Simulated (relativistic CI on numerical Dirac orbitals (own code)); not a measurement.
Radial Dirac CI calculation of Er²⁺.

Command:

```sh
python run_levels.py task.json out
```

Input:

```
atom Er  Z=68  charge=2  electrons=66
nucleus A=166  rms_radius_fm=5.2516
hamiltonian dirac-coulomb  breit=on  qed=on  c_scale=1
orbitals kli  potential=per-configuration
slater_scale 1
correlation none
mixing on
grid step=0.0125 r_max=67.1
scf mixing=0.4 start=thomas-fermi max_iterations=150 tolerance=2e-08 node_fill=0.05
configurations
  [Xe] 4f12
end
```

Output:

```
SCF 1: [Xe] 4f12
 iter      energy (Ha)   residual   last orbital (Ha)
    1    -13089.921784   8.89e-01     -1.21534
    2    -13091.218643   3.50e-01     -1.59133
    3    -13091.538979   9.70e-02     -1.61073
    4    -13091.562170   8.30e-02     -1.71425
    5    -13091.589477   5.94e-03     -1.76716
    6    -13091.590863   1.46e-02     -1.77927
    7    -13091.589865   5.85e-03     -1.77353
    8    -13091.588974   3.21e-04     -1.77034
    9    -13091.589012   8.27e-05     -1.77046
   10    -13091.589027   1.44e-05     -1.77051
   11    -13091.589024   1.40e-07     -1.77051
   12    -13091.589024   1.50e-07     -1.77051
   13    -13091.589024   5.82e-09     -1.77051
orbital energies (Ha): 4p3/2 -11.9846  4d3/2 -7.1305  4d5/2 -6.8449  5s -2.7639  5p1/2 -1.9680  5p3/2 -1.7705  4f5/2 -1.0183  4f7/2 -0.9785
configuration averages (Ha): Dirac-Coulomb, Breit, QED
  4f12                        -13091.589024   12.783536    8.613156
levels: no., configuration, term, J, E (cm-1), weight
   1 4f12                   3H   6                0.0  0.99
   2 4f12                   3F   4             6124.2  0.51
   3 4f12                   3H   5             6954.5  1.00
   4 4f12                   3H   4            11337.6  0.59
   5 4f12                   3F   3            14230.6  1.00
   6 4f12                   3F   2            15529.5  0.87
   7 4f12                   1G   4            18700.9  0.60
   8 4f12                   1D   2            30431.6  0.63
   9 4f12                   1I   6            36358.8  0.99
  10 4f12                   3P   0            40103.9  0.96
  11 4f12                   3P   1            40627.4  1.00
  12 4f12                   3P   2            40964.4  0.74
  13 4f12                   1S   0            81798.7  0.96
lowest total energy -13070.275080 Ha
end: converged
```

Against the reference input this run has: start potential thomas-fermi. The reference run ends at -13070.275080 Ha with Breit and QED terms. The change (start potential thomas-fermi) leaves the energy and the levels as they were.

With so few configurations and no correlation, terms lie too far apart (by 10 to 50 % or more near neutrality), their order can be wrong, and levels of other configurations are missing. Terms and fine structure of an open d or f shell near neutrality can be off by tens of per cent either way.
